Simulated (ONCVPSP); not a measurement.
Pseudopotential generation for Mn: ONCV, PBE, scalar-relativistic.

- Element: manganese (Mn)
- Generator: ONCVPSP 4.0.1
- Type: optimised norm-conserving Vanderbilt (ONCV)
- Functional: PBE
- Relativity: scalar-relativistic
- Frozen core: [Ne]
- Valence charge: 15
- Reference configuration: 3s2 3p6 3d6 4s1
- Partial waves: 3s+4s: rc 1.70 bohr, ncon 4, nbas 8, qcut 6.7 1/bohr, 2 projectors; 3p: rc 1.40 bohr, ncon 4, nbas 8, qcut 9.5 1/bohr, 1 projector; 3d: rc 1.30 bohr, ncon 4, nbas 9, qcut 12 1/bohr, 2 projectors, debl 1.3 Ha
- Local potential: polynomial inside 1.20 bohr (lpopt 5, dvloc0 -1 Ha)
- Core correction: Teter function, fcfact 4, rcfact 1.3

All-electron outer shells of the reference configuration (PBE, scalar-relativistic, ld1.x):

```json
{"shell": "2p", "level (eV)": "-625.48", "outermost node (bohr)": "–", "outermost maximum (bohr)": "0.19"}
{"shell": "3s", "level (eV)": "-81.62", "outermost node (bohr)": "0.34", "outermost maximum (bohr)": "0.74"}
{"shell": "3p", "level (eV)": "-50.47", "outermost node (bohr)": "0.31", "outermost maximum (bohr)": "0.75"}
{"shell": "4s", "level (eV)": "-4.13", "outermost node (bohr)": "1.06", "outermost maximum (bohr)": "2.63"}
{"shell": "3d", "level (eV)": "-3.37", "outermost node (bohr)": "–", "outermost maximum (bohr)": "0.77"}
```

Calculated quality:

| Quantity | Value |
| --- | --- |
| Cutoffs needed | 54 Ha and 62 Ha (the cutoffs (Ha) at which the residual kinetic energy of the hardest occupied pseudo-wave falls to 1 and 0.1 mHa per electron) |
| Ghost test | no bound ghost flagged; no localised positive-energy state flagged |
| Largest excitation error | +6.9 meV (all-electron minus pseudo) for 3s2 3p6 3d5 4s2, out of 4 test configurations |
| rms error of d²Exc/dni dnj | 3.06 mHa without and 1.17 mHa with the model core |

Generation and tests took about 3.5 s on one core of a shared server CPU.
